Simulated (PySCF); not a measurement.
Spinor energies of Cd³⁺ (cadmium, charge +3)

Start: [Kr] 4d9; 4d3/2 filled at m_j = -3/2, -1/2, +1/2, +3/2; 4d5/2 filled at m_j = -3/2, -1/2, +1/2, +3/2, +5/2. Calculated with PySCF 2.14 in x2c-TZVPall-2c with one added diffuse shell each of s, p, d type (9s10p8d1f, 86 functions): generalised Hartree-Fock with the X2C-1e Hamiltonian and a Gaussian nucleus; one run each with spin-orbit coupling (SO) switched off, then screened by Boettger's factors. This is a chosen level, not necessarily the ground level.

| spinor shell | electrons | ε, spin-free (eV) | ε, screened SO (eV) | weight of nominal j (screened SO) | rms radius, screened SO (bohr) |
| --- | --- | --- | --- | --- | --- |
| 1s1/2 | 2 | -26882.3 | -26880.1 | 1.000 | 0.0348 |
| 2s1/2 | 2 | -4110.1 | -4109.5 | 1.000 | 0.142 |
| 2p1/2 | 2 | -3684.6 | -3817.9 | 1.000 | 0.124 |
| 2p3/2 | 4 | -3684.6 | -3623.2 | 1.000 | 0.128 |
| 3s1/2 | 2 | -833.37 | -833.17 | 1.000 | 0.381 |
| 3p1/2 | 2 | -690.35 | -714.97 | 1.000 | 0.375 |
| 3p3/2 | 4 | -690.35 | -678.92 | 1.000 | 0.386 |
| 3d3/2 | 4 | -467.06 | -471.44 | 0.999 | 0.362 |
| 3d5/2 | 6 | -467.06 | -463.93 | 0.999 | 0.365 |
| 4s1/2 | 2 | -164.13 | -164.08 | 1.000 | 0.938 |
| 4p1/2 | 2 | -119.59 | -124.64 | 0.987 | 1.00 |
| 4p3/2 | 4 | -119.59 | -117.19 | 0.994 | 1.03 |
| 4d3/2 | 4 | -54.108 | -54.854 | 0.916 | 1.28 |
| 4d5/2 | 5 | -54.108 | -53.528 | 0.933 | 1.30 |

```
   quantity    spin-free  screened SO
E (hartree)  -5588.60943  -5589.74511
        M_J          5/2          5/2
       ⟨J²⟩        8.754        8.754
       ⟨L²⟩        6.003        6.018
       ⟨S²⟩        0.751        0.765
```

Each row is a mean over spinors that exchange with the open shell spreads, by up to 5.959 eV (4p3/2).

Breit and QED terms are absent; they matter most for the inner s and p1/2 levels.

Densities and radii are taken from the X2C orbitals without a picture-change correction, which distorts them close to the nucleus.

Without spin-orbit coupling the j labels of p, d and f shells carry no meaning; the spin-free column gives the mean over the occupied spinors of each nl shell.
